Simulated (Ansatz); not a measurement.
```yaml
crystal:
  periodic: [false, false, false]
  atoms:
    - {symbol: F, position_ang: [-2.120285, -0.844252, 0.895690]}
    - {symbol: C, position_ang: [-0.635173, -0.481725, 0.707402]}
    - {symbol: Si, position_ang: [0.054047, 1.316820, -0.145479]}
    - {symbol: In, position_ang: [1.240196, -1.150315, -0.802412]}
    - {symbol: H, position_ang: [-0.037586, -0.685078, 1.770401]}
    - {symbol: H, position_ang: [-0.797785, 1.615220, -1.552830]}
    - {symbol: H, position_ang: [0.218933, 2.764575, 0.681079]}
    - {symbol: H, position_ang: [2.180918, -2.599308, -1.616462]}
basis:
  gaussian: {orbitals: def2-SVP}
magnetization: {spin_polarized: true, initial_magnetization: 1}
hamiltonian: {xc: {name: HSE06}}
accuracy: high
output: {forces: true}
```

```sh
$ ansatz run in.yaml --threads 2 --pin off --events-out ev --progress --plain --max-ram 4352MiB
```

(1) How does Ansatz answer? (Best estimate.)

Results:

(1) Computed: The input was rejected before any iteration.
```
Error: a molecule whose nuclei and cores have a total charge of 54 cannot have a net charge of 0 together with 1 unpaired electrons
```

HSE06 is defined as in plane-wave codes.
